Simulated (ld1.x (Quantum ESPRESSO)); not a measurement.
Configuration tests for aluminium (Al) (PAW)

```json
{"Element": "aluminium (Al)", "Generator": "ld1.x (Quantum ESPRESSO) 7.5", "Type": "PAW", "Functional": "PBE", "Relativity": "scalar-relativistic", "Frozen core": "[Ne]", "Valence charge": "3", "Reference configuration": "3s1.75 3p1.25", "Partial waves": "3s (bound): rcut 1.75, rcutus 2.30 bohr; 3s channel at 0.05 Ry: rcut 1.75, rcutus 2.30 bohr; 3p (bound): rcut 2.30, rcutus 2.75 bohr; 3p channel at 3.25 Ry: rcut 2.30, rcutus 2.75 bohr", "Local potential": "all-electron potential smoothed inside 2.25 bohr (lloc = -2)", "Core correction": "a·sin(br)/r model core, default radius (core density twice the valence density)", "Augmentation charge": "PSQ, radius 2.00 bohr"}
```

Energies are relative to the spin-unpolarised reference configuration 3s1.75 3p1.25; without spin polarisation the order of configurations can differ from experiment.

| valence configuration | charge | ΔE all-electron (eV) | error AE − PS (meV) |
| --- | --- | --- | --- |
| 3s2 3p1 | 0 | -1.267 | 0.0 |
| 3s2 3p0 | +1 | 4.495 | -0.6 |
| 3s1 3p0 | +2 | 23.720 | -17 |
| 3s0 3p3 | 0 | 9.184 | -3.6 |
| 3s2 3p0.5 | +0.5 | 0.819 | 0.0 |
| 3s1 3p1 | +1 | 10.305 | -2.0 |

Question: What are ΔE and the potential's error for 3s2 3p1.3?

Answer: ΔE = -1.841 eV all-electron; the error (AE − PS) is 0.0 meV.

Levels in the configuration 3s2 3p1:

| level | all-electron (eV) | pseudo (eV) |
| --- | --- | --- |
| 3s | -7.753 | -7.752 |
| 3p | -2.712 | -2.712 |
